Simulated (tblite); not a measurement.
Compound: C2H13Ge2N2P.
Bonds: C1–C2, C2–Ge3, Ge3–Ge4, Ge4–N5, Ge4–N6, Ge4–P7. Hydrogens: H8, H9, H10 on C1; H11, H12 on C2; H13, H14 on Ge3; H15, H16 on N5; H17, H18 on N6; H19, H20 on P7.

Computed with GFN2-xTB (tblite), gas phase: L-BFGS steps from a force-field or distance-geometry start until the largest atomic force falls under 0.01 eV/Å.

Geometry at step 0:
```
atom  x, y, z in Å
C1     -3.3735    0.0678   -0.1313
C2     -2.0415   -0.5650   -0.4407
Ge3    -0.6436    0.6030    0.2899
Ge4     1.5127   -0.1658   -0.3725
N5      1.6202   -1.9939   -0.4024
N6      1.8910    0.5970   -2.0214
P7      3.1191    0.5376    1.1170
H8     -3.5924   -0.1524    0.9293
H9     -3.2306    1.1532   -0.2681
H10    -4.1478   -0.3604   -0.8067
H11    -1.9599   -0.6573   -1.5332
H12    -1.9891   -1.5268    0.1077
H13    -0.9509    2.0335   -0.2493
H14    -0.7490    0.5268    1.8263
H15     0.7554   -2.5220   -0.2993
H16     2.3695   -2.4102   -0.9519
H17     2.9149    0.5962   -2.2388
H18     1.5776    1.5944   -1.9539
H19     2.6546    1.7086    1.8664
H20     4.2582    0.9462    0.3009
```

Task: Give the atomic forces at this geometry.

Result: 
```json
{"atom": "C1", "Fx (eV/Å)": "-0.431", "Fy (eV/Å)": "-0.036", "Fz (eV/Å)": "0.115"}
{"atom": "C2", "Fx (eV/Å)": "0.122", "Fy (eV/Å)": "-0.340", "Fz (eV/Å)": "0.170"}
{"atom": "Ge3", "Fx (eV/Å)": "0.147", "Fy (eV/Å)": "0.001", "Fz (eV/Å)": "0.022"}
{"atom": "Ge4", "Fx (eV/Å)": "-0.064", "Fy (eV/Å)": "0.290", "Fz (eV/Å)": "0.008"}
{"atom": "N5", "Fx (eV/Å)": "0.143", "Fy (eV/Å)": "0.475", "Fz (eV/Å)": "0.082"}
{"atom": "N6", "Fx (eV/Å)": "0.712", "Fy (eV/Å)": "0.890", "Fz (eV/Å)": "-0.272"}
{"atom": "P7", "Fx (eV/Å)": "1.364", "Fy (eV/Å)": "-0.326", "Fz (eV/Å)": "1.382"}
{"atom": "H8", "Fx (eV/Å)": "-0.315", "Fy (eV/Å)": "0.372", "Fz (eV/Å)": "-0.588"}
{"atom": "H9", "Fx (eV/Å)": "-0.775", "Fy (eV/Å)": "-0.413", "Fz (eV/Å)": "0.009"}
{"atom": "H10", "Fx (eV/Å)": "0.265", "Fy (eV/Å)": "0.571", "Fz (eV/Å)": "0.697"}
{"atom": "H11", "Fx (eV/Å)": "0.279", "Fy (eV/Å)": "-0.390", "Fz (eV/Å)": "0.414"}
{"atom": "H12", "Fx (eV/Å)": "0.112", "Fy (eV/Å)": "0.151", "Fz (eV/Å)": "-0.846"}
{"atom": "H13", "Fx (eV/Å)": "0.118", "Fy (eV/Å)": "-0.367", "Fz (eV/Å)": "0.430"}
{"atom": "H14", "Fx (eV/Å)": "-0.094", "Fy (eV/Å)": "0.337", "Fz (eV/Å)": "-0.361"}
{"atom": "H15", "Fx (eV/Å)": "0.697", "Fy (eV/Å)": "0.040", "Fz (eV/Å)": "-0.394"}
{"atom": "H16", "Fx (eV/Å)": "-0.732", "Fy (eV/Å)": "-0.137", "Fz (eV/Å)": "0.233"}
{"atom": "H17", "Fx (eV/Å)": "-1.211", "Fy (eV/Å)": "0.148", "Fz (eV/Å)": "0.133"}
{"atom": "H18", "Fx (eV/Å)": "0.550", "Fy (eV/Å)": "-1.068", "Fz (eV/Å)": "-0.331"}
{"atom": "H19", "Fx (eV/Å)": "0.380", "Fy (eV/Å)": "-0.555", "Fz (eV/Å)": "-1.398"}
{"atom": "H20", "Fx (eV/Å)": "-1.270", "Fy (eV/Å)": "0.357", "Fz (eV/Å)": "0.495"}
```

The largest, 1.97 eV/Å, acts on P7; the rms over all components is 0.558 eV/Å. The forces sum to zero within rounding, as they must for an isolated molecule in no field.

Task: Give the force on P7 in Eh/bohr and in nN.

Result: 1.969 eV/Å ÷ 51.422 = 0.03829 Eh/bohr, and 1.969 eV/Å × 1.602 = 3.15 nN.

Task: How far is this geometry from the end of the optimisation?

Result: 1.177 eV above it, and 0.605 Å rms away after alignment. The bonds farthest from their final lengths, with half the difference of the two atoms' forces along the bond (positive lengthens):

```json
{"bond": "P7–H19", "now (Å)": "1.466", "final (Å)": "1.383", "force along bond (eV/Å)": "-0.65"}
{"bond": "P7–H20", "now (Å)": "1.460", "final (Å)": "1.387", "force along bond (eV/Å)": "-0.68"}
{"bond": "Ge3–Ge4", "now (Å)": "2.383", "final (Å)": "2.434", "force along bond (eV/Å)": "-0.14"}
{"bond": "Ge4–P7", "now (Å)": "2.301", "final (Å)": "2.341", "force along bond (eV/Å)": "+0.85"}
{"bond": "Ge3–H13", "now (Å)": "1.559", "final (Å)": "1.521", "force along bond (eV/Å)": "-0.24"}
{"bond": "N6–H18", "now (Å)": "1.048", "final (Å)": "1.011", "force along bond (eV/Å)": "-0.91"}
```

The angle farthest from its final value is Ge4–P7–H19, 110.7° against 92.5°.

Of the 6 listed bonds off by 0.010 Å or more, this force points towards the final length in 5.

What follows is the cost of the whole relaxation. Hardware: one thread of an Arm Neoverse N1, on a shared host. Cost: 2.8 s of wall time.
